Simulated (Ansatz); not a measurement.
Cost and result up the ladder for the cluster Al₄P₃ (7 atoms). The state is a doublet with charge 0. Geometry: B3LYP-D4/def2-SVP.

```xyz
7

Al    0.271   -2.442    0.210
Al    0.731   -0.078   -1.269
Al   -0.533    1.862    0.407
Al   -0.779   -0.587    1.525
P     1.347   -2.191   -1.704
P    -1.523    1.309    2.349
P     0.486    2.127   -1.518
```

Ansatz on 4 threads of Intel Xeon on a shared host. Times are rough, and most runs start from the orbitals of an earlier one. r2SCAN0-D4/def2-TZVP serves as the yardstick here, not as an exact answer. Differences are given only for rows in sets of like size (and for xTB, whose basis is part of the method), since another set adds its own error. Binding counts from free atoms at the same level (Al doublet, P quartet; other spins of the atoms weren't run), without zero-point energy or a counterpoise term.

Correlated methods freeze 35 core orbitals. The rows differ in basis, and correlated rows in double-zeta sets carry the largest basis error. Another isomer (doublet) lies 0.17 eV lower at PBE0-D4/def2-TZVP; other spin states weren't run for this one.

Correlated methods converge slowly with the basis, most of all in double-zeta sets.

```csv
level,functions,wall time,binding energy per atom (eV),difference from r2SCAN0-D4/def2-TZVP (eV),remarks
PBE-D4/def2-TZVP (with forces),259,24 s,2.81,0.16,–
r2SCAN-D4/def2-TZVP,259,46 s,2.77,0.12,–
CCSD(T)/def2-SVP,126,54 s,2.21,–,spin-contaminated (⟨S²⟩ 0.83)
BHLYP-D4/def2-TZVP,259,66 s,2.44,-0.22,–
PBE0-D4/def2-TZVP,259,74 s,2.71,0.05,–
r2SCAN0-D4/def2-TZVP,259,90 s,2.65,0.00,–
```
